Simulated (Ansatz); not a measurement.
One change: `[OH][Mg][N]([SiH3])[SiH3]` becomes `F[SiH2]N([SiH3])[SiH3]`.

Ansatz, PBE0-D4/def2-TZVP geometries, multiplicity 1. Each molecule was computed in one conformer, which needn't be the lowest.

```tsv
property	`[OH][Mg][N]([SiH3])[SiH3]`
HOMO–LUMO gap (PBE/def2-TZVPP) / eV	3.95
size of the dipole moment (ωB97M-V/def2-TZVPP) / D	1.28
HOMO–LUMO gap (PBE0/def2-TZVPP) / eV	5.97
HOMO–LUMO gap (B3LYP/def2-TZVPP) / eV	5.48
HOMO energy (ωB97M-V/def2-TZVPP) / eV	-9.62
LUMO energy (B3LYP/def2-TZVPP) / eV	-1.66
```

Give the same properties after the change, and the shifts. (Estimate.)

Computed: 
```csv
property,`F[SiH2]N([SiH3])[SiH3]`,shift
HOMO–LUMO gap (PBE/def2-TZVPP) / eV,5.63,1.68
size of the dipole moment (ωB97M-V/def2-TZVPP) / D,1.29,0.01
HOMO–LUMO gap (PBE0/def2-TZVPP) / eV,7.80,1.83
HOMO–LUMO gap (B3LYP/def2-TZVPP) / eV,7.42,1.94
HOMO energy (ωB97M-V/def2-TZVPP) / eV,-10.39,-0.77
LUMO energy (B3LYP/def2-TZVPP) / eV,-0.48,1.18
```

With PBE0 the HOMO falls by 0.77 eV and the LUMO rises by 1.06 eV, so the gap widens by about 1.83 eV. PBE moves the HOMO by -0.71 eV and ωB97M-V by -0.77 eV. Dipoles are sizes alone; their direction can turn.

B3LYP here is the variant with VWN-RPA as its local correlation; programs differ in this.
